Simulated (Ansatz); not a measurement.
Ansatz (an electronic-structure program) input for NbOBr₂, SMILES [O]=[Nb]([Br])[Br] (connectivity only; charge and spin as stated), neutral, multiplicity 2, PBE0/def2-TZVPD. Geometry: B3LYP-D3(BJ)/def2-SVP. The spin state was assumed, not searched. The def2 effective core potentials stand for the cores of Nb; spin–orbit coupling is left out.

Ansatz 0.2 input:
```yaml
crystal:
  periodic: [false, false, false]
  atoms:
    - {symbol: Nb, position_ang: [-0.00000000, 0.00000000, -0.50816498]}
    - {symbol: O, position_ang: [0.00000000, 0.00000001, -2.19745786]}
    - {symbol: Br, position_ang: [0.00000000, -2.22641923, 0.54877753]}
    - {symbol: Br, position_ang: [0.00000000, 2.22641923, 0.54877753]}
basis:
  gaussian:
    orbitals: def2-TZVPD
hamiltonian:
  xc: {name: PBE0}
magnetization: {spin_polarized: true, initial_magnetization: 1}
```

Output:

```
WARN ansatz: RAYON_NUM_THREADS=2 ignored (pool sized by the plan → 2); use --threads N
Functional definition: PBE0
integrals: 0.16 GiB planned
1499 factors; their error is unknown
mean field: 2.18 GiB planned
mean field evaluation 1: about -143667.6660 eV, gradient 5.0e1 eV
mean field evaluation 2: about -143502.6394 eV, gradient 1.8e2 eV
mean field evaluation 4: about -143675.4562 eV, gradient 1.3e1 eV
mean field evaluation 8: about -143676.4410 eV, gradient 1.5e-1 eV
mean field evaluation 16: about -143677.1009 eV, gradient 1.9e-3 eV
mean field -143677.10088898 eV, -5280.0360698333 hartree, gradient 1.4e-5 eV, S^2 0.758294; 1 other end points of the search recorded, 0 dependent functions left out
reference -143677.10093189 eV, -5280.0360714101 hartree; 46, 45 occupied and 148, 149 virtual orbitals, 1499 factors
Total energy: -143677.10093189 eV, -5280.0360714101 hartree
```

The run converged.

Cost: around 30 core-seconds (rough).
